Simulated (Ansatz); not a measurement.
Species: CH$_{3}$BF$_{2}$, charge 0, singlet. CH3BF2 (difluoro(methyl)borane, SMILES CB(F)F).
B3LYP-D3(BJ)/def2-TZVP minimum from Ansatz (a first-principles code):
```xyz
7

B      0.0382    -0.0331     0.0601
F      1.3620    -0.1311     0.0752
F     -0.6018    -0.7094     1.0062
C     -0.7177     0.7971    -1.0188
H     -1.6747     1.1697    -0.6534
H     -0.9334     0.1496    -1.8760
H     -0.1185     1.6281    -1.3912
```

Hartree-Fock and CCSD correlation energies in hartree (Ansatz). Open shells are spin-unrestricted; no spin-orbit coupling. Cores are frozen in correlated methods. No relativity.

| basis | X | E(HF) | E(corr, CCSD) |
|---|---|---|---|
| cc-pVTZ | 3 | -263.42253 | -0.79089 |
| cc-pVQZ | 4 | -263.44307 | -0.84928 |
| cc-pV5Z | 5 | -263.44830 | withheld |

**Question.** Fit E(corr) = E∞ + A/X³ to X = 3 and 4, predict X = 5, and compare with the run.

**Answer.** A = (-0.79089 - (-0.84928))/(1/27 - 1/64) = 2.7270; E∞ = -0.84928 - A/64 = -0.89189; at X = 5, E∞ + A/125 = -0.87007. The run gave -0.86991, 0.16 mEh above the prediction. The same form on X = 4 and 5 gives E∞ = -0.89155, 0.33 mEh above the first estimate.
